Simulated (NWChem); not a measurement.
System: CF₂ cation, doublet

NWChem printed, in part:

```
             Northwest Computational Chemistry Package (NWChem) 7.3.0
             --------------------------------------------------------

 C2V symmetry detected

                             Geometry "geometry" -> ""
                             -------------------------

 Output coordinates in angstroms (scale by  1.889725989 to convert to a.u.)

  No.       Tag          Charge          X              Y              Z
 ---- ---------------- ---------- -------------- -------------- --------------
    1 F                    9.0000     1.08698900     0.00000000    -0.14311600
    2 C                    6.0000     0.00000000     0.00000000     0.42934800
    3 F                    9.0000    -1.08698900     0.00000000    -0.14311600

 Effective nuclear repulsion energy (a.u.)      66.2368942694

      Symmetry information
      --------------------

 Group name             C2v
 Group number             16
 Group order               4
 No. of unique centers     2

                                 NWChem DFT Module
                                 -----------------

 Summary of "ao basis" -> "ao basis" (spherical)
 ------------------------------------------------------------------------------
       Tag                 Description            Shells   Functions and Types
 ---------------- ------------------------------  ------  ---------------------
 F                          def2-svp                 6       14   3s2p1d
 C                          def2-svp                 6       14   3s2p1d

      Symmetry analysis of basis
      --------------------------

        a1         17
        a2          5
        b1         13
        b2          7

            General Information
            -------------------
          SCF calculation type: DFT
          Wavefunction type:  spin polarized.
          No. of atoms     :     3
          No. of electrons :    23
           Alpha electrons :    12
            Beta electrons :    11
          Charge           :     1
          Spin multiplicity:     2
          Use of symmetry is: on ; symmetry adaption is: on
          Maximum number of iterations: 150
          AO basis - number of functions:    42
                     number of shells:    18
          Convergence on energy requested:  1.00D-06
          Convergence on density requested:  1.00D-05
          Convergence on gradient requested:  5.00D-04

              XC Information
              --------------
                         SCAN Method XC Functional
                  SCAN metaGGA Exchange Functional  1.000
                        SCAN Correlation Potential  1.000

             Grid Information
             ----------------
          Grid used for XC integration:  medium
          Radial quadrature: Mura-Knowles
          Angular quadrature: Lebedev.
          Tag              B.-S. Rad. Rad. Pts. Rad. Cut. Ang. Pts.
          ---              ---------- --------- --------- ---------
          F                   0.50       49           6.0       434
          C                   0.70       49           5.0       434
          Grid pruning is: on
          Number of quadrature shells:    98
          Spatial weights used:  Erf1

      Superposition of Atomic Density Guess
      -------------------------------------

 Sum of atomic energies:        -236.20983326

 Renormalizing density from      24.00 to     23

      Non-variational initial energy
      ------------------------------

 Total energy =    -230.717571
 1-e energy   =    -440.743695
 2-e energy   =     143.789230
 HOMO         =      -0.632560
 LUMO         =      -0.399009

   Symmetry analysis of molecular orbitals - initial alpha
   -------------------------------------------------------

  Numbering of irreducible representations:

     1 a1          2 a2          3 b1          4 b2

  Orbital symmetries:

     1 a1          2 b1          3 a1          4 a1          5 b1
     6 a1          7 b1          8 a1          9 b2         10 a2
    11 b1         12 a1         13 b2         14 a1         15 b1
    16 a1         17 b2         18 a1         19 b1         20 a1
    21 b1         22 a2

   Symmetry analysis of molecular orbitals - initial beta
   ------------------------------------------------------

  Numbering of irreducible representations:

     1 a1          2 a2          3 b1          4 b2

  Orbital symmetries:

     1 a1          2 b1          3 a1          4 a1          5 b1
     6 a1          7 b1          8 a1          9 b2         10 a2
    11 b1         12 a1         13 b2         14 a1         15 b1
    16 a1         17 b2         18 a1         19 b1         20 a1
    21 b1         22 a2

     ---------------------------------------------
      Total Density - Mulliken Population Analysis
     ---------------------------------------------

    Atom       Charge   Shell Charges
 -----------   ------   -------------------------------------------------------
    1 F    9     9.20   1.99  1.23  0.65  3.68  1.64  0.01
    2 C    6     4.60   1.99  0.94  0.32  1.03  0.19  0.12
    3 F    9     9.20   1.99  1.23  0.65  3.68  1.64  0.01

     --------------------------------------------
      Spin Density - Mulliken Population Analysis
     --------------------------------------------

    Atom       Charge   Shell Charges
 -----------   ------   -------------------------------------------------------
    1 F    9     0.08   0.00  0.01 -0.01  0.08 -0.01  0.00
    2 C    6     0.85   0.00  0.26  0.25  0.25  0.07  0.01
    3 F    9     0.08   0.00  0.01 -0.01  0.08 -0.01  0.00

   convergence    iter        energy       DeltaE   RMS-Dens  Diis-err
 ---------------- ----- ----------------- --------- --------- ---------
 d= 0,ls=0.0,diis     1   -236.7989671920 -3.03D+02  2.54D-02  6.47D-01
                                                     2.51D-02  6.20D-01
 d= 0,ls=0.0,diis     2   -235.8129214988  9.86D-01  1.69D-02  3.43D+00
                                                     1.87D-02  3.45D+00
 d= 0,ls=0.0,diis     3   -237.0385784152 -1.23D+00  1.37D-03  2.20D-03
                                                     5.54D-04  1.15D-03
 d= 0,ls=0.0,diis     4   -237.0394285618 -8.50D-04  1.74D-04  1.13D-04
                                                     2.43D-04  1.59D-04
 d= 0,ls=0.0,diis     5   -237.0395017083 -7.31D-05  5.67D-05  6.00D-06
                                                     3.15D-05  3.72D-06
  Resetting Diis
 d= 0,ls=0.0,diis     6   -237.0395043320 -2.62D-06  1.33D-05  8.58D-07
                                                     1.13D-05  2.28D-07
 d= 0,ls=0.0,diis     7   -237.0395046022 -2.70D-07  8.07D-06  5.99D-08
                                                     2.30D-06  1.57D-08

         Total DFT energy =     -237.039504602181
      One electron energy =     -450.725948583700
           Coulomb energy =      173.272829459001
    Exchange-Corr. energy =      -25.823279746862
 Nuclear repulsion energy =       66.236894269380

 Numeric. integr. density =       23.000001551695

                  Occupations of the irreducible representations
                  ----------------------------------------------

                     irrep           alpha         beta
                     --------     --------     --------
                     a1                6.0          5.0
                     a2                1.0          1.0
                     b1                4.0          4.0
                     b2                1.0          1.0

                    DFT Final Alpha Molecular Orbital Analysis
                    ------------------------------------------

 Vector   10  Occ=1.000000D+00  E=-8.122494D-01  Symmetry=a2
              MO Center=  1.1D-14,  6.7D-16, -1.3D-01, r^2= 1.6D+00
   Bfn.  Coefficient  Atom+Function         Bfn.  Coefficient  Atom+Function
  ----- ------------  ---------------      ----- ------------  ---------------
     5      0.498611  1 F  py                33     -0.498611  3 F  py
     8     -0.304911  1 F  py                36      0.304911  3 F  py
    24     -0.051058  2 C  d -2

 Vector   11  Occ=1.000000D+00  E=-7.975368D-01  Symmetry=b1
              MO Center=  7.5D-16, -4.8D-16, -1.0D-01, r^2= 1.6D+00
   Bfn.  Coefficient  Atom+Function         Bfn.  Coefficient  Atom+Function
  ----- ------------  ---------------      ----- ------------  ---------------
     6      0.380277  1 F  pz                34     -0.380277  3 F  pz
     4      0.337352  1 F  px                32      0.337352  3 F  px
     9     -0.228442  1 F  pz                37      0.228442  3 F  pz
     7     -0.194137  1 F  px                35     -0.194137  3 F  px
    21     -0.048934  2 C  px                27      0.048376  2 C  d  1

 Vector   12  Occ=1.000000D+00  E=-6.631566D-01  Symmetry=a1
              MO Center= -1.7D-13, -1.8D-16,  4.8D-01, r^2= 1.2D+00
   Bfn.  Coefficient  Atom+Function         Bfn.  Coefficient  Atom+Function
  ----- ------------  ---------------      ----- ------------  ---------------
    20      0.489535  2 C  pz                16      0.416518  2 C  s
    17      0.353020  2 C  s                  6      0.347661  1 F  pz
    34      0.347661  3 F  pz                 9     -0.226728  1 F  pz
    37     -0.226728  3 F  pz                15     -0.155569  2 C  s
    23      0.136148  2 C  pz                 3     -0.068164  1 F  s

 Vector   13  Occ=0.000000D+00  E=-4.881870D-01  Symmetry=b2
              MO Center= -1.1D-15, -9.7D-16,  3.1D-01, r^2= 1.1D+00
   Bfn.  Coefficient  Atom+Function         Bfn.  Coefficient  Atom+Function
  ----- ------------  ---------------      ----- ------------  ---------------
    19      0.727602  2 C  py                22      0.372902  2 C  py
     5      0.323799  1 F  py                33      0.323799  3 F  py
     8     -0.246975  1 F  py                36     -0.246975  3 F  py

 Vector   14  Occ=0.000000D+00  E=-1.921582D-01  Symmetry=a1
              MO Center= -1.3D-14, -1.9D-16, -9.8D-02, r^2= 1.4D+00
   Bfn.  Coefficient  Atom+Function         Bfn.  Coefficient  Atom+Function
  ----- ------------  ---------------      ----- ------------  ---------------
    17      1.104911  2 C  s                 23     -0.632819  2 C  pz
    20     -0.559162  2 C  pz                 3     -0.551279  1 F  s
    31     -0.551279  3 F  s                  7      0.341111  1 F  px
    35     -0.341111  3 F  px                 4     -0.331585  1 F  px
    32      0.331585  3 F  px                16      0.275019  2 C  s

 Vector   15  Occ=0.000000D+00  E=-1.007408D-01  Symmetry=b1
              MO Center=  4.0D-15, -1.6D-16,  5.9D-01, r^2= 1.8D+00
   Bfn.  Coefficient  Atom+Function         Bfn.  Coefficient  Atom+Function
  ----- ------------  ---------------      ----- ------------  ---------------
    21      1.202948  2 C  px                 3     -0.676427  1 F  s
    31      0.676427  3 F  s                 18      0.643567  2 C  px
     9     -0.250291  1 F  pz                37      0.250291  3 F  pz
     6      0.242912  1 F  pz                34     -0.242912  3 F  pz
     2     -0.193506  1 F  s                 30      0.193506  3 F  s

                     DFT Final Beta Molecular Orbital Analysis
                     -----------------------------------------

 Vector    9  Occ=1.000000D+00  E=-8.666807D-01  Symmetry=a1
              MO Center=  8.0D-15,  2.1D-16, -9.0D-03, r^2= 1.5D+00
   Bfn.  Coefficient  Atom+Function         Bfn.  Coefficient  Atom+Function
  ----- ------------  ---------------      ----- ------------  ---------------
     6      0.399820  1 F  pz                34      0.399820  3 F  pz
     9     -0.236216  1 F  pz                37     -0.236216  3 F  pz
    20     -0.215565  2 C  pz                 4      0.167423  1 F  px
    32     -0.167423  3 F  px                16     -0.156545  2 C  s
     7     -0.099218  1 F  px                35      0.099218  3 F  px

 Vector   10  Occ=1.000000D+00  E=-8.109102D-01  Symmetry=a2
              MO Center=  9.8D-15, -3.1D-15, -1.3D-01, r^2= 1.6D+00
   Bfn.  Coefficient  Atom+Function         Bfn.  Coefficient  Atom+Function
  ----- ------------  ---------------      ----- ------------  ---------------
     5      0.498009  1 F  py                33     -0.498009  3 F  py
     8     -0.305325  1 F  py                36      0.305325  3 F  py
    24     -0.052163  2 C  d -2

 Vector   11  Occ=1.000000D+00  E=-7.877360D-01  Symmetry=b1
              MO Center=  1.6D-15,  1.2D-15, -1.0D-01, r^2= 1.6D+00
   Bfn.  Coefficient  Atom+Function         Bfn.  Coefficient  Atom+Function
  ----- ------------  ---------------      ----- ------------  ---------------
     6      0.384981  1 F  pz                34     -0.384981  3 F  pz
     4      0.327825  1 F  px                32      0.327825  3 F  px
     9     -0.236010  1 F  pz                37      0.236010  3 F  pz
     7     -0.190771  1 F  px                35     -0.190771  3 F  px
    21     -0.051311  2 C  px                27      0.043983  2 C  d  1

 Vector   12  Occ=0.000000D+00  E=-5.043661D-01  Symmetry=a1
              MO Center= -2.2D-16, -3.0D-16,  6.7D-01, r^2= 1.1D+00
   Bfn.  Coefficient  Atom+Function         Bfn.  Coefficient  Atom+Function
  ----- ------------  ---------------      ----- ------------  ---------------
    17      0.535432  2 C  s                 20      0.455149  2 C  pz
    16      0.417164  2 C  s                  6      0.271502  1 F  pz
    34      0.271502  3 F  pz                 9     -0.184580  1 F  pz
    37     -0.184580  3 F  pz                15     -0.175891  2 C  s
    23      0.164041  2 C  pz                 3     -0.120717  1 F  s

 Vector   13  Occ=0.000000D+00  E=-4.305373D-01  Symmetry=b2
              MO Center= -8.6D-16, -2.2D-15,  3.1D-01, r^2= 1.1D+00
   Bfn.  Coefficient  Atom+Function         Bfn.  Coefficient  Atom+Function
  ----- ------------  ---------------      ----- ------------  ---------------
    19      0.725560  2 C  py                22      0.402024  2 C  py
     5      0.311799  1 F  py                33      0.311799  3 F  py
     8     -0.234669  1 F  py                36     -0.234669  3 F  py

 Vector   14  Occ=0.000000D+00  E=-1.661487D-01  Symmetry=a1
              MO Center= -1.1D-15,  1.4D-15, -1.1D-01, r^2= 1.4D+00
   Bfn.  Coefficient  Atom+Function         Bfn.  Coefficient  Atom+Function
  ----- ------------  ---------------      ----- ------------  ---------------
    17      1.039661  2 C  s                 23     -0.725843  2 C  pz
     3     -0.557774  1 F  s                 31     -0.557774  3 F  s
    20     -0.552499  2 C  pz                 7      0.344255  1 F  px
    35     -0.344255  3 F  px                 4     -0.325025  1 F  px
    32      0.325025  3 F  px                16      0.280299  2 C  s

     ---------------------------------------------
      Total Density - Mulliken Population Analysis
     ---------------------------------------------

    Atom       Charge   Shell Charges
 -----------   ------   -------------------------------------------------------
    1 F    9     8.85   1.99  1.19  0.71  3.31  1.63  0.01
    2 C    6     5.30   1.99  1.00  0.19  1.69  0.27  0.16
    3 F    9     8.85   1.99  1.19  0.71  3.31  1.63  0.01

     --------------------------------------------
      Spin Density - Mulliken Population Analysis
     --------------------------------------------

    Atom       Charge   Shell Charges
 -----------   ------   -------------------------------------------------------
    1 F    9     0.06   0.00  0.01 -0.01  0.08 -0.02  0.00
    2 C    6     0.87   0.00  0.23  0.17  0.40  0.06  0.00
    3 F    9     0.06   0.00  0.01 -0.01  0.08 -0.02  0.00

     -------------------------------------------
      Total Density - Lowdin Population Analysis
     -------------------------------------------

[...]
```

Level: SCAN/def2-SVP, spin-unrestricted. In the optimisation the excess spin sits in a1 (C2v, its own frame). The geometry was optimised at B3LYP/6-31G* (spherical d), spin-unrestricted. No stability test was run on the SCF state.

Problem. Reconstruct the input file.

Solution. Several could match; the one computed here: the input that was run:
```
start job
memory heap 200 mb stack 900 mb global 1100 mb
charge 1
geometry units angstroms noautoz
  F      1.086989     0.000000    -0.145187
  C      0.000000     0.000000     0.427277
  F     -1.086989     0.000000    -0.145187
end
basis spherical
  F library def2-svp
  C library def2-svp
end
dft
  odft
  mult 2
  xc scan
  iterations 150
  mulliken
end
task dft energy
```
